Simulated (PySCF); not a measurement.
Geometries of 3 isomers of C3H4F4O, from PBE0-D3(BJ)/def2-SVP geometry optimisation, gas phase (PySCF 2.14.0). One conformer each, no zero-point energy, no frequencies.

**Question.** Which is lowest in electronic energy at this level?
A.
```xyz
12
angstrom
C     -1.877   -0.236   -0.107
O     -0.668    0.473    0.113
C      0.451   -0.263    0.161
F      0.618   -1.003   -0.953
F      0.426   -1.139    1.192
C      1.645    0.674    0.351
F      1.749    1.481   -0.714
F      2.764   -0.057    0.453
H     -2.679    0.510   -0.093
H     -2.049   -0.975    0.690
H     -1.861   -0.743   -1.083
H      1.511    1.278    1.264
```
B.
```xyz
12
angstrom
O     -0.587    1.642    0.720
C     -0.961    0.303    0.699
C     -0.263   -0.483   -0.391
F     -0.595    0.062   -1.610
C      1.258   -0.485   -0.303
F      1.637   -0.874    0.916
F      1.782    0.709   -0.549
F      1.772   -1.343   -1.185
H     -0.705    1.994   -0.171
H     -0.707   -0.137    1.675
H     -2.050    0.164    0.547
H     -0.586   -1.537   -0.369
```
C.
```xyz
12
angstrom
C     -1.628   -0.610   -0.783
O     -0.235   -0.555   -0.577
C      0.158    0.247    0.439
F     -0.146   -0.291    1.659
C      1.675    0.409    0.359
F      2.006    0.996   -0.789
F      2.099    1.178    1.358
F      2.296   -0.759    0.434
H     -1.800   -1.259   -1.650
H     -2.037    0.394   -0.998
H     -2.146   -1.032    0.093
H     -0.310    1.252    0.399
```

**Answer.** B. That is `OC[C@@H](F)C(F)(F)F`, 2.6 kcal/mol below the next.

```
             SMILES                               atoms numbered as above      E (Eh)  relative (kcal/mol)  relative (kJ/mol)  dipole (D)
OC[C@@H](F)C(F)(F)F  [OH:1][CH2:2][C@@H:3]([F:4])[C:5]([F:6])([F:7])[F:8]  -590.28899                  0.0                0.0        2.21
CO[C@@H](F)C(F)(F)F   [CH3:1][O:2][C@@H:3]([F:4])[C:5]([F:6])([F:7])[F:8]  -590.28486                  2.6               10.8        2.99
     COC(F)(F)C(F)F     [CH3:1][O:2][C:3]([F:4])([F:5])[CH:6]([F:7])[F:8]  -590.28407                  3.1               12.9        2.61
```

As drawn, the lowest has an O–H bond, which the highest lacks.
